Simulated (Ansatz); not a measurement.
Cartesian coordinates (Å):
SMILES: [AlH]([OH])[OH]
```xyz
6

O     -1.4697    -0.3197    -0.0125
Al    -0.0427     0.5796    -0.0107
O      1.5007    -0.1002     0.0196
H     -1.5789    -1.2683     0.0030
H     -0.1571     2.1312    -0.0386
H      1.7476    -1.0226     0.0391
```
Charge 0, spin multiplicity 1.

The numbers are results of frozen-core CCSD(T)/cc-pVTZ // CAM-B3LYP-D3(BJ)/def2-TZVP (Ansatz, a program for electronic structure), not measurements.

```json
{
  "HF energy": "-393.57598 Ha",
  "MP2 correlation energy": "-0.56925 Ha"
}
```

Task: Estimate the CCSD correlation energy, the (T) correction, the total energy and the T1 diagnostic.

Result: 
```yaml
CCSD correlation energy: -0.58046 Ha
"(T) correction": -0.01908 Ha
CCSD(T) total energy: -394.17551 Ha
T1 diagnostic: 0.012
```
